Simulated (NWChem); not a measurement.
System: Si2H5O2F; SMILES O[SiH2]O[SiH2]F

Input file for NWChem:

```
start job
memory heap 200 mb stack 900 mb global 1100 mb
geometry units angstroms noautoz
  O      1.169400     1.450953     0.403387
  Si    -0.409931     1.514606    -0.087010
  O     -1.059066    -0.027319    -0.076797
  Si    -0.425655    -1.539933     0.000880
  F      1.114056    -1.435109    -0.535622
  H      1.736143     0.827540    -0.065679
  H     -1.132047     2.356936     0.895008
  H     -0.555306     2.033710    -1.475515
  H     -1.165615    -2.446352    -0.908823
  H     -0.368847    -2.039732     1.396447
end
basis spherical
  * library def2-svp
end
dft
  xc b3lyp
  iterations 150
  mulliken
end
task dft energy
```

Parts of the log:

```
             Northwest Computational Chemistry Package (NWChem) 7.3.0
             --------------------------------------------------------

 C1  symmetry detected

                             Geometry "geometry" -> ""
                             -------------------------

 Output coordinates in angstroms (scale by  1.889725989 to convert to a.u.)

  No.       Tag          Charge          X              Y              Z
 ---- ---------------- ---------- -------------- -------------- --------------
    1 O                    8.0000     1.20939103     1.49929184     0.36003572
    2 Si                  14.0000    -0.35968683     1.52834178    -0.16530045
    3 O                    8.0000    -1.01938943    -0.00357324    -0.03475500
    4 Si                  14.0000    -0.39792126    -1.50700919     0.18593026
    5 F                    9.0000     1.15255921    -1.45688752    -0.32693479
    6 H                    1.0000     1.78084141     0.83473158    -0.04204442
    7 H                    1.0000    -1.09490936     2.45618328     0.72570385
    8 H                    1.0000    -0.47463224     1.92606569    -1.59608773
    9 H                    1.0000    -1.12630286    -2.48496124    -0.65654572
   10 H                    1.0000    -0.37152930    -1.88443659     1.62032403

 Effective nuclear repulsion energy (a.u.)     319.0616065947

                                 NWChem DFT Module
                                 -----------------

 Summary of "ao basis" -> "ao basis" (spherical)
 ------------------------------------------------------------------------------
       Tag                 Description            Shells   Functions and Types
 ---------------- ------------------------------  ------  ---------------------
 O                          def2-svp                 6       14   3s2p1d
 Si                         def2-svp                 8       18   4s3p1d
 F                          def2-svp                 6       14   3s2p1d
 H                          def2-svp                 3        5   2s1p

            General Information
            -------------------
          SCF calculation type: DFT
          Wavefunction type:  closed shell.
          No. of atoms     :    10
          No. of electrons :    58
           Alpha electrons :    29
            Beta electrons :    29
          Charge           :     0
          Spin multiplicity:     1
          Use of symmetry is: off; symmetry adaption is: off
          Maximum number of iterations: 150
          AO basis - number of functions:   103
                     number of shells:    49
          Convergence on energy requested:  1.00D-06
          Convergence on density requested:  1.00D-05
          Convergence on gradient requested:  5.00D-04

              XC Information
              --------------
                         B3LYP Method XC Potential
                     Hartree-Fock (Exact) Exchange  0.200
                        Slater Exchange Functional  0.800 local
                    Becke 1988 Exchange Functional  0.720 non-local
              Lee-Yang-Parr Correlation Functional  0.810
                  VWN I RPA Correlation Functional  0.190 local

             Grid Information
             ----------------
          Grid used for XC integration:  medium
          Radial quadrature: Mura-Knowles
          Angular quadrature: Lebedev.
          Tag              B.-S. Rad. Rad. Pts. Rad. Cut. Ang. Pts.
          ---              ---------- --------- --------- ---------
          O                   0.60       49          12.0       434
          Si                  1.10       88          11.0       590
          F                   0.50       49          12.0       434
          H                   0.35       45          12.0       434
          Grid pruning is: on
          Number of quadrature shells:   548
          Spatial weights used:  Erf1

      Superposition of Atomic Density Guess
      -------------------------------------

 Sum of atomic energies:        -828.64830282

      Non-variational initial energy
      ------------------------------

 Total energy =    -830.024439
 1-e energy   =   -1783.957824
 2-e energy   =     634.871778
 HOMO         =      -0.373056
 LUMO         =       0.064627

     ---------------------------------------------
      Total Density - Mulliken Population Analysis
     ---------------------------------------------

    Atom       Charge   Shell Charges
 -----------   ------   -------------------------------------------------------
    1 O    8     8.77   1.99  1.10  0.63  3.09  1.94  0.00
    2 Si  14    12.87   2.00  1.99  0.90  0.18  5.93  0.93  0.65  0.28
    3 O    8     8.93   1.99  1.10  0.66  3.12  2.05  0.00
    4 Si  14    12.76   2.00  1.99  0.89  0.20  5.93  0.88  0.60  0.26
    5 F    9     9.58   1.99  1.14  0.78  3.51  2.15  0.00
    6 H    1     0.65   0.52  0.08  0.06
    7 H    1     1.11   0.71  0.39  0.01
    8 H    1     1.11   0.71  0.40  0.01
    9 H    1     1.10   0.70  0.39  0.01
   10 H    1     1.11   0.70  0.40  0.01

   convergence    iter        energy       DeltaE   RMS-Dens  Diis-err
 ---------------- ----- ----------------- --------- --------- ---------
 d= 0,ls=0.0,diis     1   -832.0118775194 -1.15D+03  1.52D-02  1.04D+00
 d= 0,ls=0.0,diis     2   -831.9389210605  7.30D-02  7.97D-03  2.05D+00
 d= 0,ls=0.0,diis     3   -832.1253961736 -1.86D-01  1.15D-03  2.23D-02
 d= 0,ls=0.0,diis     4   -832.1272256843 -1.83D-03  4.10D-04  2.30D-03
 d= 0,ls=0.0,diis     5   -832.1273912223 -1.66D-04  1.39D-04  8.29D-04
  Resetting Diis
 d= 0,ls=0.0,diis     6   -832.1274638451 -7.26D-05  2.51D-05  8.29D-06
 d= 0,ls=0.0,diis     7   -832.1274646089 -7.64D-07  1.70D-05  1.77D-06
 d= 0,ls=0.0,diis     8   -832.1274643344  2.75D-07  1.06D-05  4.84D-06
 d= 0,ls=0.0,diis     9   -832.1274647674 -4.33D-07  6.40D-07  7.68D-09

         Total DFT energy =     -832.127464767421
      One electron energy =    -1787.220552096305
           Coulomb energy =      707.597989304424
    Exchange-Corr. energy =      -71.566508570252
 Nuclear repulsion energy =      319.061606594712

 Numeric. integr. density =       57.999970436114

                       DFT Final Molecular Orbital Analysis
                       ------------------------------------

 Vector   27  Occ=2.000000D+00  E=-3.532352D-01
              MO Center=  2.6D-01,  5.0D-01,  2.3D-01, r^2= 4.1D+00
   Bfn.  Coefficient  Atom+Function         Bfn.  Coefficient  Atom+Function
  ----- ------------  ---------------      ----- ------------  ---------------
    36      0.284274   3 O  px                5      0.264696   1 O  py
     4      0.245978   1 O  px                6      0.237213   1 O  pz
    39      0.211866   3 O  px                8      0.186097   1 O  py
     7      0.172244   1 O  px                9      0.166547   1 O  pz
    99      0.159868  10 H  s               100      0.130223  10 H  s

 Vector   28  Occ=2.000000D+00  E=-3.252047D-01
              MO Center=  1.8D-01,  2.6D-01,  1.8D-01, r^2= 4.3D+00
   Bfn.  Coefficient  Atom+Function         Bfn.  Coefficient  Atom+Function
  ----- ------------  ---------------      ----- ------------  ---------------
     5      0.322839   1 O  py                6     -0.260057   1 O  pz
     8      0.238119   1 O  py               38      0.236596   3 O  pz
    36      0.205932   3 O  px                9     -0.198374   1 O  pz
    41      0.185509   3 O  pz               94      0.185304   9 H  s
     4      0.166931   1 O  px               99     -0.167001  10 H  s

 Vector   29  Occ=2.000000D+00  E=-3.096531D-01
              MO Center= -3.7D-01,  1.0D+00, -1.7D-01, r^2= 4.2D+00
   Bfn.  Coefficient  Atom+Function         Bfn.  Coefficient  Atom+Function
  ----- ------------  ---------------      ----- ------------  ---------------
    38      0.305685   3 O  pz               89      0.287689   8 H  s
     6      0.273970   1 O  pz               90      0.255668   8 H  s
    84     -0.225763   7 H  s                41      0.223321   3 O  pz
    85     -0.200234   7 H  s                 9      0.195838   1 O  pz
    24     -0.166330   2 Si pz              100     -0.143823  10 H  s

 Vector   30  Occ=0.000000D+00  E= 2.082453D-02
              MO Center= -3.7D-01, -8.8D-01,  1.6D-01, r^2= 5.5D+00
   Bfn.  Coefficient  Atom+Function         Bfn.  Coefficient  Atom+Function
  ----- ------------  ---------------      ----- ------------  ---------------
    57      0.809683   4 Si px               35      0.549281   3 O  s
    67     -0.355802   5 F  s                58     -0.329560   4 Si py
     3     -0.318399   1 O  s                26      0.299930   2 Si py
    25      0.286716   2 Si px               80      0.256232   6 H  s
    54      0.222404   4 Si px               59     -0.185724   4 Si pz

 Vector   31  Occ=0.000000D+00  E= 4.237644D-02
              MO Center=  1.3D-01, -1.3D-01, -3.7D-02, r^2= 4.5D+00
   Bfn.  Coefficient  Atom+Function         Bfn.  Coefficient  Atom+Function
  ----- ------------  ---------------      ----- ------------  ---------------
    58     -0.618146   4 Si py               35      0.611345   3 O  s
     3      0.434789   1 O  s                26      0.407931   2 Si py
    59      0.395912   4 Si pz               80     -0.397468   6 H  s
   100     -0.291057  10 H  s                27     -0.269514   2 Si pz
    50     -0.259971   4 Si s                18     -0.249142   2 Si s

 Vector   32  Occ=0.000000D+00  E= 4.372774D-02
              MO Center= -2.7D-01,  6.3D-01, -1.3D-01, r^2= 5.9D+00
   Bfn.  Coefficient  Atom+Function         Bfn.  Coefficient  Atom+Function
  ----- ------------  ---------------      ----- ------------  ---------------
    25      0.900466   2 Si px                3     -0.679439   1 O  s
    57     -0.622160   4 Si px               80      0.338839   6 H  s
    67      0.257130   5 F  s                95     -0.236247   9 H  s
    35      0.217664   3 O  s                58     -0.218328   4 Si py
    59      0.209443   4 Si pz               49     -0.194147   4 Si s

     ---------------------------------------------
      Total Density - Mulliken Population Analysis
     ---------------------------------------------

    Atom       Charge   Shell Charges
 -----------   ------   -------------------------------------------------------
    1 O    8     8.40   1.99  1.07  0.64  2.90  1.79  0.01
    2 Si  14    13.21   2.00  1.98  0.99  0.05  5.93  1.19  0.66  0.41
    3 O    8     8.56   1.99  1.07  0.67  2.93  1.90  0.01
    4 Si  14    13.15   2.00  1.98  0.99  0.07  5.93  1.17  0.60  0.41
    5 F    9     9.36   1.99  1.12  0.80  3.36  2.09  0.00
    6 H    1     0.81   0.67  0.07  0.07
    7 H    1     1.12   0.75  0.36  0.01
    8 H    1     1.14   0.75  0.38  0.01
    9 H    1     1.12   0.75  0.36  0.01
   10 H    1     1.13   0.75  0.36  0.01

     -------------------------------------------
      Total Density - Lowdin Population Analysis
     -------------------------------------------

    Atom       Charge   Shell Charges
 -----------   ------   -------------------------------------------------------
    1 O    8     8.22   1.97  0.88  0.60  2.73  2.03  0.01
    2 Si  14    13.43   2.00  1.93  0.62  0.31  5.81  1.21  0.92  0.63
    3 O    8     8.34   1.97  0.90  0.60  2.77  2.09  0.01
    4 Si  14    13.41   2.00  1.93  0.63  0.32  5.81  1.19  0.89  0.65
    5 F    9     9.23   1.98  1.02  0.77  3.23  2.23  0.01
    6 H    1     0.92   0.55  0.19  0.19
    7 H    1     1.11   0.66  0.43  0.02
    8 H    1     1.12   0.66  0.44  0.02
    9 H    1     1.11   0.66  0.43  0.02
   10 H    1     1.11   0.66  0.43  0.02

     Multipole analysis of the density
     ---------------------------------

     L   x y z        total         alpha         beta         nuclear
     -   - - -        -----         -----         ----         -------
     0   0 0 0     -0.000000    -29.000000    -29.000000     58.000000

     1   1 0 0     -0.179709     -0.089854     -0.089854     -0.000000
     1   0 1 0     -0.338662     -0.169331     -0.169331     -0.000000
     1   0 0 1     -0.132493     -0.066247     -0.066247      0.000000

     2   2 0 0    -32.970728    -91.477536    -91.477536    149.984344
     2   1 1 0      0.133313     -2.618583     -2.618583      5.370478
     2   1 0 1     -0.955140     -0.830534     -0.830534      0.705929
     2   0 2 0    -32.673533   -233.721649   -233.721649    434.769764
     2   0 1 1     -1.531700      2.095006      2.095006     -5.721711
     2   0 0 2    -33.151389    -32.659016    -32.659016     32.166642
```

Level: B3LYP/def2-SVP. Structure relaxed at the PBE0/def2-SVP level.
